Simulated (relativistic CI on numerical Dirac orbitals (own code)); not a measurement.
# Radial parameters of Ru9+

Calculated at this level of theory: Dirac-Coulomb-Breit CI, KLI orbitals optimised for each configuration, model QED (radiative potential, 1s self-energy scaled to tabulated hydrogen-like ionisation energies), unscaled Slater integrals (own radial code, finite nucleus).

Slater integrals F^k, G^k are unscaled and averaged over j, outside the closed core [Ar] 3d10; ζ comes from projecting the Hamiltonian with its Breit term on Σ l·s of the shell.

- 4s²4p⁵: ζ(4p) = 22135 cm⁻¹; <r>(4p) = 1.017, <r^2>(4p) = 1.167 (bohr units).
- 4s²4p⁴4d: F^2(4p,4p) = 103170, ζ(4p) = 22350, F^2(4p,4d) = 94375, G^1(4p,4d) = 119590, G^3(4p,4d) = 74953, ζ(4d) = 2008.8 cm⁻¹; <r>(4p) = 1.015, <r^2>(4p) = 1.163, <r>(4d) = 1.144, <r^2>(4d) = 1.495 (bohr units).
- 4s4p⁵4d: G^1(4s,4p) = 136950, ζ(4p) = 22286, G^2(4s,4d) = 91343, F^2(4p,4d) = 94398, G^1(4p,4d) = 119620, G^3(4p,4d) = 74969, ζ(4d) = 2028.9 cm⁻¹; <r>(4s) = 0.9531, <r^2>(4s) = 1.021, <r>(4p) = 1.014, <r^2>(4p) = 1.162, <r>(4d) = 1.144, <r^2>(4d) = 1.494 (bohr units).

In this model ζ of a weakly bound d, f or g electron outside closed shells comes out too small, for d by up to a factor of two or three and at times with the wrong sign; that of an outer p electron is too small as well.

Averages of the first 10 configurations, taken without configuration mixing, which lowers the lowest level and can move excited configurations by several eV; other configurations of the list can lie among them:

```csv
Configuration,Parity,States,Average energy above the lowest level (eV)
4s²4p⁵,odd,6,2.5
4s4p⁶,even,2,41.7
4s²4p⁴4d,even,150,53.8
4s4p⁵4d,odd,120,91.2
4s²4p⁴4f,odd,210,105.7
4s4p⁵4f,even,168,143.3
4s²4p⁴5s,even,30,91.5
4p⁶4d,even,10,133.2
4s²4p⁴5p,odd,90,103.9
4s4p⁴4d²,even,1350,142.0
```
